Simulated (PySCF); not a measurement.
An unknown is described by computed data only.

Elements present: C, F, H, O and P. Monoisotopic mass: 160.0453 u.

| Quantity | Value |
| --- | --- |
| Dipole | 2.39 D [PBE0/pcSseg-1] |
| NMR, other nuclei | isotropic shieldings of nuclei other than C and H, by class: 246 (1 O), 312 (1 F), 422 (1 P) ppm [GIAO PBE0/pcSseg-1] |
| 13C NMR | chemical shifts (computed TMS as zero) by class: 152.1 (1 C), 151.9 (1 C), 147.1 (1 C), 123.3 (1 C), 60.2 (1 C), 16.3 (1 C), 13.7 (1 C) ppm [GIAO PBE0/pcSseg-1] |
| Rotational structure | rotational constants A, B, C: 1.638, 0.971, 0.621 GHz [GFN2-xTB] |
| 1H NMR | chemical shifts (computed TMS as zero) by class: 4.77 (1 H), 3.84 (3 H), 2.16 (3 H), 2.14 (3 H) ppm [GIAO PBE0/pcSseg-1] |

The electronic properties come from PySCF, for the isolated species, density fitting. Levels stand in brackets. Geometry: GFN2-xTB, one conformer, isolated molecule. GFN2-xTB frequencies show an imaginary mode (31i cm⁻¹), so this geometry is no minimum at that level. NMR classes are plain means over equivalent atoms (diastereotopic ones count apart unless rotation or inversion swaps them), as if these changed places fast.

Question: Which formula fits the mass and the elements?

Answer: C7H10FOP (calculated 160.0453). No other formula that holds each of these elements comes within 0.0003 u with a fitting electron parity and a possible valence count.

Question: Propose a structure and show how it fits.

Answer: Numbering: `[CH3:1][O:2][c:3]1[pH:4][c:5]([CH3:6])[c:7]([CH3:8])[c:9]1[F:10]`. 7 carbons fall into 7 classes; from least to most shielded: unsaturated ring carbon [C9] (152.1 ppm), unsaturated ring carbon [C3] (151.9 ppm), unsaturated ring carbon [C7] (147.1 ppm), unsaturated ring carbon [C5] (123.3 ppm), methoxy carbon [C1] (60.2 ppm), carbon bonded to C and 3 H [C6] (16.3 ppm), carbon bonded to C and 3 H [C8] (13.7 ppm). Hydrogen classes from least to most shielded: 1 H on a ring phosphorus, P4 (4.77 ppm), 3 H on a methoxy carbon, C1 (3.84 ppm, a mean of values up to 0.7 ppm apart in this geometry), 3 H on a carbon bonded to C and 3 H, C8 (2.16 ppm, a mean of values up to 0.5 ppm apart in this geometry), 3 H on a carbon bonded to C and 3 H, C6 (2.14 ppm, a mean of values up to 0.5 ppm apart in this geometry). The other shieldings belong to: 246 ppm, oxygen bonded to 2 C [O2]; 312 ppm, fluorine bonded to C [F10]; 422 ppm, ring phosphorus [P4]. The optimised geometry has point group C1 and is an asymmetric top. Structure: `Cc1c(C)c(F)c([pH]1)OC`. Computed isomers that give other values at the same levels: `C=C[P@@]1(=O)CCC(C)=C1F` (13C chemical shifts (computed TMS as zero) by class: 167.6 (1 C), 144.8 (1 C), 139.1 (1 C), 136.5 (1 C), 30.7 (1 C), 28.9 (1 C), 15.8 (1 C) ppm); `CC1=C(F)[P@@]1(=O)C1CCC1` (13C chemical shifts (computed TMS as zero) by class: 182.1 (1 C), 144.6 (1 C), 38.8 (1 C), 25.4 (1 C), 24.6 (1 C), 19.9 (1 C), 12.2 (1 C) ppm); `C=C[P@]1(=O)CC(C)=C(F)C1` (13C chemical shifts (computed TMS as zero) by class: 160.7 (1 C), 144.0 (1 C), 139.2 (1 C), 116.8 (1 C), 40.5 (1 C), 35.7 (1 C), 15.2 (1 C) ppm). The assignments are read from this structure; whether some other isomer fits the data as well wasn't checked.

Conformer computed: `[CH3:1][O:2][c:3]1[pH:4][c:5]([CH3:6])[c:7]([CH3:8])[c:9]1[F:10]`: C1–O2–C3–P4 15°.
